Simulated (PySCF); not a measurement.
Excitation energy of Cd by level of theory

Cd [Kr] 4d10 5s2 (1S) → Cd [Kr] 4d10 5s1 6s1 (3S), as a difference of total energies. Calculation: PySCF 2.14, in aug-cc-pwCVDZ-PP with ECP28MDF (6s6p5d3f, 70 functions); a scalar-relativistic core potential. Correlated levels: valence: 4s2 4p6 frozen. The calculations carry no spin-orbit coupling.

| method | excitation energy (eV) | error (eV) |
| --- | --- | --- |
| UHF | 4.935 | -1.448 |
| MP2 (valence) | 6.248 | -0.135 |
| SCS-MP2 (valence) | 6.275 | -0.108 |
| CCSD (valence) | 6.121 | -0.262 |
| CCSD(T) (valence) | 6.218 | -0.165 |

Reference: 6.383 eV (measured; NIST levels).

Errors of the correlated levels include the incompleteness of this basis and the frozen core.
